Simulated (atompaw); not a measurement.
Reading a pseudo-wave (iron)

Columns: radius, all-electron u(r) and pseudo u(r) of the 4p shell (level -1.43 eV) of iron in the configuration [Ar] 3d6 4s2 4p0; LDA (PW92), scalar-relativistic, PAW (atompaw) scheme, atompaw 4.2.0.5.

```csv
r (bohr),all-electron,pseudo
0.115,0.1019,0.0011
0.231,0.0578,0.0044
0.346,-0.0541,0.0099
0.462,-0.1409,0.0178
0.577,-0.1780,0.0279
0.692,-0.1733,0.0403
0.808,-0.1399,0.0553
0.923,-0.0903,0.0725
1.038,-0.0331,0.0922
1.154,0.0269,0.1144
1.269,0.0852,0.1388
1.385,0.1409,0.1657
1.500,0.1920,0.1943
1.615,0.2385,0.2245
1.731,0.2807,0.2562
1.846,0.3179,0.2883
1.962,0.3510,0.3207
2.077,0.3796,0.3520
2.192,0.4043,0.3815
2.308,0.4257,0.4088
2.423,0.4436,0.4325
2.538,0.4585,0.4524
2.654,0.4707,0.4681
2.769,0.4803,0.4796
2.885,0.4877,0.4876
3.000,0.4929,0.4929
```

**Question.** How many radial nodes do the two functions have?

**Answer.** The all-electron 4p function has n − l − 1 = 2; the pseudo-wave has 0, since the states of the same l below it are removed with the core.

**Question.** Is the pseudo-wave norm-conserving?

**Answer.** No, it belongs to a PAW set: the norm inside the radius is not constrained, and the difference is carried by the augmentation charge.
